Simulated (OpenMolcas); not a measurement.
CHClInNO (SMILES O=C=[N][InH][Cl]): name the method

The species is CHClInNO (6 atoms), meant as a singlet with charge 0. As SMILES, `O=C=[N][InH][Cl]`. The shape is that of a PBE0-D4/def2-TZVP optimisation. This is one conformer, not always the lowest.

```xyz
6

O     1.6280   -2.3204    0.0581
C     0.8966   -1.4709    0.3793
N     0.1367   -0.6269    0.7821
In   -0.7442    1.0279    0.0313
Cl   -0.1270    1.3820   -2.1720
H    -1.7901    2.0083    0.9212
```

A calculation with OpenMolcas 26.06 gave:

| Item | Value |
| --- | --- |
| total energy | -818.6341 Eh |
| dipole moment | 3.69 D |
| HOMO energy | -9.66 eV |
| LUMO energy | -1.29 eV |
| HOMO–LUMO gap | 8.37 eV |
| largest force | 0.852 eV/Å |

**Question.** Which of these levels gave the numbers?
A. TPSS/def2-SVP (core potential)
B. PBE/def2-SVP (core potential)
C. BHLYP/def2-SVP (core potential)
D. BLYP/def2-SVP (core potential)

**Answer.** C. The others give -818.7795 Eh (TPSS/def2-SVP (core potential)), -818.7270 Eh (BLYP/def2-SVP (core potential)), -818.4391 Eh (PBE/def2-SVP (core potential)).
